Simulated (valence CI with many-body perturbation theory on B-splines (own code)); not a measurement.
# Te XXXI: key properties

Level of theory: valence CI with perturbative core correlation (CI+MBPT): four valence electrons over a frozen Dirac-Fock core [Ar], radial functions for each j: 7 s, 7 p, 8 d, 6 f, 4 g, 1 h, with the one-electron correlation potential Σ1, the two-electron term Σ2, the three-electron term Σ3, Breit, model QED; selected CI, second order for the rest, scaled by the run's own slope (own B-spline code, finite nucleus).

No measured spectrum was set against this ion. As an estimate, large intervals hold to a few tenths of a per cent, small ones and those within an open d or f shell to about a per cent. Only levels of the ground parity were solved; by the run's estimate the other parity begins above the list, which can be wrong where configurations are misplaced.

Levels are named by their leading jj configuration (3d3/2^4 stands for four electrons in 3d with j = 3/2), which in mixed levels can hold well under half, so a name can repeat and another be missing.

Rates and lifetimes use the calculated energies. Strong lines usually hold to 10 to 20 %, long lifetimes can be off by a factor of two.

(1) What is the ground level?

(2) How well does LS coupling describe the low levels?

(3) What is the ionisation energy?

(4) Name the longest-lived excited levels whose lifetime is computed, and their main decay.

Results:

(1) (3d3/2^4) J=0, composition 47 % 3d4 3P + 46 % 3d4 5D + 7 % 3d4 1S.

(2) Among the lowest 20 levels the leading LS term, summed over configurations, holds 56 % on average. For single configurations the figures are 56 % in LS and 78 % in jj coupling. Terms mix most in the J = 4 level at 15.235 eV, where the leading one holds 32 %.

(3) 1803.4 eV; NIST lists 1803 ± 4 eV (theoretical).

(4) (3d3/2^3 3d5/2) J=4 at 15.235 eV lives 18600 s, mostly by E2 to (3d3/2^3 3d5/2) J=2.
